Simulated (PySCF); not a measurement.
## Basis and Hamiltonian dependence of the excitation energy of N

N [He] 2s2 2p3 (4S) → N [He] 2s1 2p4, s spin flipped. Calculated with PySCF 2.14 from differences of total energies of unrestricted determinants, without spin-orbit coupling. Values in eV.

```
         basis       Hamiltonian  functions     UHF     PBE    PBE0  MP2 (valence)
aug-cc-pVDZ-DK     spin-free X2C         23  18.711  14.101  15.183         16.905
   aug-cc-pVDZ  non-relativistic         23  18.682  14.072  15.154         16.876
 aug-cc-pwCVDZ  non-relativistic         27  18.668  14.055  15.135         16.878
  x2c-TZVPPall     spin-free X2C         31  18.633  14.007  15.090         16.692
        ANO-R3     spin-free X2C         33  18.602  13.980  15.065         16.631
    dyall-av2z  non-relativistic         42  18.626  13.989  15.074         16.785
   aug-cc-pVTZ  non-relativistic         46  18.596  13.980  15.062         16.617
  x2c-QZVPPall     spin-free X2C         57  18.612  13.990  15.073         16.589
 aug-cc-pwCVTZ  non-relativistic         59  18.591  13.968  15.051         16.610
    dyall-av3z     spin-free X2C         71  18.610  13.984  15.067         16.642
 aug-cc-pwCVQZ  non-relativistic        109  18.581  13.954  15.038         16.537
   aug-cc-pV5Z  non-relativistic        127  18.578  13.951  15.035         16.513
```

Frozen in the all-electron rows: valence: 1s2.

In the upper determinant the s electron has its spin opposite to the other open shell, which mixes two multiplicities. The upper state lies above the first ionisation limit, where it may autoionise and the basis confines it.
